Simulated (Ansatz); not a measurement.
`NB(F)S` and `NB(S)Br` differ in one element.

Ansatz, PBE0-D4/def2-TZVP geometries, multiplicity 1. Each molecule was computed in one conformer, which needn't be the lowest.

Scalar relativity is left out up to krypton.

```
                             property  `NB(F)S`
    HOMO energy (PBE/def2-TZVPP) / eV     -6.12
    LUMO energy (PBE/def2-TZVPP) / eV     -0.43
LUMO energy (ωB97M-V/def2-TZVPP) / eV      1.95
  HOMO energy (B3LYP/def2-TZVPP) / eV     -7.14
   LUMO energy (PBE0/def2-TZVPP) / eV      0.45
HOMO energy (ωB97M-V/def2-TZVPP) / eV     -9.59
```

(1) What does the change do to each property? (An estimate is asked.)

Results:

(1) Computed: 
```tsv
property	`NB(S)Br`	shift
HOMO energy (PBE/def2-TZVPP) / eV	-6.29	-0.17
LUMO energy (PBE/def2-TZVPP) / eV	-0.75	-0.32
LUMO energy (ωB97M-V/def2-TZVPP) / eV	1.83	-0.12
HOMO energy (B3LYP/def2-TZVPP) / eV	-7.28	-0.14
LUMO energy (PBE0/def2-TZVPP) / eV	0.16	-0.29
HOMO energy (ωB97M-V/def2-TZVPP) / eV	-9.73	-0.14
```

With PBE0 the HOMO falls by 0.15 eV and the LUMO falls by 0.29 eV, so the gap narrows by about 0.14 eV. PBE moves the HOMO by -0.17 eV and ωB97M-V by -0.14 eV.

B3LYP here is the variant with VWN-RPA as its local correlation; programs differ in this.

Spin–orbit coupling is left out; it splits and shifts lone-pair levels of the heavy atoms by tenths of an eV.
